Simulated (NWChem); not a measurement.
System: CH2F2O2Si; SMILES O=C(O)[SiH](F)F

The following NWChem deck was run.

```
start job
memory heap 200 mb stack 900 mb global 1100 mb
geometry units angstroms noautoz
  O      1.285964     1.471835     0.000000
  C      0.132028     1.105583     0.000000
  O     -0.920339     1.960379     0.000000
  Si    -0.405183    -0.732545     0.000000
  F      0.239800    -1.408007    -1.298437
  F      0.239800    -1.408007     1.298437
  H     -0.552943     2.869312     0.000000
  H     -1.864116    -0.943230     0.000000
end
basis spherical
  * library sto-3g
end
dft
  xc pbe0
  iterations 150
  mulliken
end
task dft energy
```

Output (shortened):

```
             Northwest Computational Chemistry Package (NWChem) 7.3.0
             --------------------------------------------------------

 CS  symmetry detected

                             Geometry "geometry" -> ""
                             -------------------------

 Output coordinates in angstroms (scale by  1.889725989 to convert to a.u.)

  No.       Tag          Charge          X              Y              Z
 ---- ---------------- ---------- -------------- -------------- --------------
    1 O                    8.0000     1.29693100    -1.45555990     0.00000000
    2 C                    6.0000     0.14052180    -1.09719334     0.00000000
    3 O                    8.0000    -0.90598574    -1.95915302     0.00000000
    4 Si                  14.0000    -0.40922398     0.73722476     0.00000000
    5 F                    9.0000     0.23113321     1.41707376    -1.29843700
    6 F                    9.0000     0.23113321     1.41707376     1.29843700
    7 H                    1.0000    -0.53239381    -2.86555695     0.00000000
    8 H                    1.0000    -1.86956115     0.93794599     0.00000000

 Effective nuclear repulsion energy (a.u.)     308.4142338673

      Symmetry information
      --------------------

 Group name             Cs
 Group number              2
 Group order               2
 No. of unique centers     7

                                 NWChem DFT Module
                                 -----------------

 Summary of "ao basis" -> "ao basis" (spherical)
 ------------------------------------------------------------------------------
       Tag                 Description            Shells   Functions and Types
 ---------------- ------------------------------  ------  ---------------------
 O                           sto-3g                  3        5   2s1p
 C                           sto-3g                  3        5   2s1p
 Si                          sto-3g                  5        9   3s2p
 F                           sto-3g                  3        5   2s1p
 H                           sto-3g                  1        1   1s

      Symmetry analysis of basis
      --------------------------

        a'         26
        a"         10

            General Information
            -------------------
          SCF calculation type: DFT
          Wavefunction type:  closed shell.
          No. of atoms     :     8
          No. of electrons :    56
           Alpha electrons :    28
            Beta electrons :    28
          Charge           :     0
          Spin multiplicity:     1
          Use of symmetry is: on ; symmetry adaption is: on
          Maximum number of iterations: 150
          AO basis - number of functions:    36
                     number of shells:    22
          Convergence on energy requested:  1.00D-06
          Convergence on density requested:  1.00D-05
          Convergence on gradient requested:  5.00D-04

              XC Information
              --------------
                         PBE0 Method XC Functional
                     Hartree-Fock (Exact) Exchange  0.250
          PerdewBurkeErnzerhof Exchange Functional  0.750
            Perdew 1991 LDA Correlation Functional  1.000 local
           PerdewBurkeErnz. Correlation Functional  1.000 non-local

             Grid Information
             ----------------
          Grid used for XC integration:  medium
          Radial quadrature: Mura-Knowles
          Angular quadrature: Lebedev.
          Tag              B.-S. Rad. Rad. Pts. Rad. Cut. Ang. Pts.
          ---              ---------- --------- --------- ---------
          O                   0.60       49          10.0       434
          C                   0.70       49           8.0       434
          Si                  1.10       88          10.0       590
          F                   0.50       49          11.0       434
          H                   0.35       45          10.0       434
          Grid pruning is: on
          Number of quadrature shells:   374
          Spatial weights used:  Erf1

      Superposition of Atomic Density Guess
      -------------------------------------

 Sum of atomic energies:        -667.12083260

      Non-variational initial energy
      ------------------------------

 Total energy =    -667.448032
 1-e energy   =   -1550.875688
 2-e energy   =     575.013423
 HOMO         =      -0.138502
 LUMO         =       0.231254

      Symmetry analysis of molecular orbitals - initial
      -------------------------------------------------

  Numbering of irreducible representations:

     1 a'          2 a"

  Orbital symmetries:

     1 a'          2 a'          3 a"          4 a'          5 a'
     6 a'          7 a'          8 a'          9 a"         10 a'
    11 a'         12 a'         13 a"         14 a'         15 a'
    16 a'         17 a'         18 a"         19 a'         20 a'
    21 a'         22 a"         23 a"         24 a"         25 a'
    26 a'         27 a"         28 a'         29 a"         30 a'
    31 a'         32 a'         33 a"         34 a'         35 a'
    36 a'

     ---------------------------------------------
      Total Density - Mulliken Population Analysis
     ---------------------------------------------

    Atom       Charge   Shell Charges
 -----------   ------   -------------------------------------------------------
    1 O    8     8.85   2.00  1.86  5.00
    2 C    6     5.19   1.99  1.21  1.99
    3 O    8     8.51   2.00  1.81  4.70
    4 Si  14    12.44   2.00  1.99  5.87  1.10  1.48
    5 F    9     9.58   2.00  1.94  5.64
    6 F    9     9.58   2.00  1.94  5.64
    7 H    1     0.66   0.66
    8 H    1     1.19   1.19

   convergence    iter        energy       DeltaE   RMS-Dens  Diis-err
 ---------------- ----- ----------------- --------- --------- ---------
 d= 0,ls=0.0,diis     1   -669.3243330813 -9.78D+02  9.98D-02  1.87D+00
 d= 0,ls=0.0,diis     2   -668.6014972035  7.23D-01  6.81D-02  8.22D+00
 d= 0,ls=0.0,diis     3   -669.6316563796 -1.03D+00  1.81D-02  3.13D-01
 d= 0,ls=0.0,diis     4   -669.6740896566 -4.24D-02  4.80D-03  3.67D-02
 d= 0,ls=0.0,diis     5   -669.6795396099 -5.45D-03  4.77D-04  3.03D-04
  Resetting Diis
 d= 0,ls=0.0,diis     6   -669.6795796613 -4.01D-05  1.59D-04  1.82D-05
 d= 0,ls=0.0,diis     7   -669.6795828793 -3.22D-06  6.28D-05  8.12D-07
 d= 0,ls=0.0,diis     8   -669.6795827958  8.35D-08  3.70D-05  1.55D-06
 d= 0,ls=0.0,diis     9   -669.6795830184 -2.23D-07  1.02D-05  1.59D-07
 d= 0,ls=0.0,diis    10   -669.6795830417 -2.33D-08  1.17D-06  1.19D-09

         Total DFT energy =     -669.679583041699
      One electron energy =    -1547.606589230883
           Coulomb energy =      634.786142699822
    Exchange-Corr. energy =      -65.273370377969
 Nuclear repulsion energy =      308.414233867331

 Numeric. integr. density =       56.000003838170

                  Occupations of the irreducible representations
                  ----------------------------------------------

                     irrep           alpha         beta
                     --------     --------     --------
                     a'               20.0         20.0
                     a"                8.0          8.0

                       DFT Final Molecular Orbital Analysis
                       ------------------------------------

 Vector   26  Occ=2.000000D+00  E=-2.142405D-01  Symmetry=a'
              MO Center= -3.2D-02,  1.3D+00,  1.5D-11, r^2= 2.6D+00
   Bfn.  Coefficient  Atom+Function         Bfn.  Coefficient  Atom+Function
  ----- ------------  ---------------      ----- ------------  ---------------
    27      0.630705  5 F  px                32      0.630705  6 F  px
    36      0.377610  8 H  s                  4     -0.113045  1 O  py
    29      0.106494  5 F  pz                34     -0.106494  6 F  pz
    28      0.097842  5 F  py                33      0.097842  6 F  py
     3     -0.083126  1 O  px                13     -0.079023  3 O  px

 Vector   27  Occ=2.000000D+00  E=-2.051628D-01  Symmetry=a"
              MO Center= -3.4D-02, -1.7D+00, -2.5D-15, r^2= 1.8D+00
   Bfn.  Coefficient  Atom+Function         Bfn.  Coefficient  Atom+Function
  ----- ------------  ---------------      ----- ------------  ---------------
    15      0.779269  3 O  pz                 5     -0.596935  1 O  pz
    10     -0.147076  2 C  pz                28      0.090874  5 F  py
    33     -0.090874  6 F  py                27     -0.033160  5 F  px
    32      0.033160  6 F  px                29      0.025021  5 F  pz
    34      0.025021  6 F  pz

 Vector   28  Occ=2.000000D+00  E=-1.444294D-01  Symmetry=a'
              MO Center=  6.1D-01, -8.7D-01, -2.1D-12, r^2= 2.9D+00
   Bfn.  Coefficient  Atom+Function         Bfn.  Coefficient  Atom+Function
  ----- ------------  ---------------      ----- ------------  ---------------
     4      0.766252  1 O  py                13      0.322370  3 O  px
    28     -0.271176  5 F  py                33     -0.271176  6 F  py
    36      0.204885  8 H  s                 23      0.190428  4 Si py
     3      0.184501  1 O  px                 7     -0.178291  2 C  s
     9     -0.145148  2 C  py                21     -0.140707  4 Si s

 Vector   29  Occ=0.000000D+00  E= 1.185574D-01  Symmetry=a"
              MO Center=  3.9D-01, -1.1D+00, -1.7D-16, r^2= 1.7D+00
   Bfn.  Coefficient  Atom+Function         Bfn.  Coefficient  Atom+Function
  ----- ------------  ---------------      ----- ------------  ---------------
    10      0.763575  2 C  pz                 5     -0.680703  1 O  pz
    15     -0.394577  3 O  pz                24      0.250048  4 Si pz
    28     -0.116300  5 F  py                33      0.116300  6 F  py
    27     -0.084242  5 F  px                32      0.084242  6 F  px
    29      0.080582  5 F  pz                34      0.080582  6 F  pz

[...]
```

Level: PBE0/STO-3G. Geometry: optimised at B3LYP/6-31G* (spherical d).
